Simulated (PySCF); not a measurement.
Excitation energy of Tl by level of theory

Tl [Xe] 4f14 5d10 6s2 6p1 (2P) → Tl [Xe] 4f14 5d10 6s1 6p1 7s1 (4P), as a difference of total energies. All numbers are calculated (PySCF 2.14, a scalar-relativistic core potential, in aug-cc-pVQZ-PP with one added diffuse shell each of s, p, d, f, g type with ECP60MDF (8s8p6d4f3g, 117 functions)). Correlated levels: valence: 5s2 5p6 5d10 frozen. The calculations carry no spin-orbit coupling.

| method | excitation energy (eV) |
| --- | --- |
| UHF | 7.839 |
| LDA | 10.030 |
| PBE | 9.641 |
| PBE0 | 9.384 |
| r2SCAN | 9.564 |
| wB97X-V | 9.464 |
| revPBE | 9.534 |
| B97-3 | 9.604 |
| MP2 (valence) | 8.453 |
| SCS-MP2 (valence) | 8.654 |

**Question.** How much does correlation contribute at MP2 (valence)?

**Answer.** 8.453 − (7.839) = 0.614 eV, measured against UHF.

The upper state lies above the first ionisation limit, but in LS coupling its spin forbids autoionisation to the ground ion; at this Z spin-orbit coupling breaks that rule. A Rydberg-like electron needs more diffuse functions than a valence basis has.

The promoted electron is Rydberg-like, and one or two diffuse shells describe it only roughly, which tends to raise the upper state.
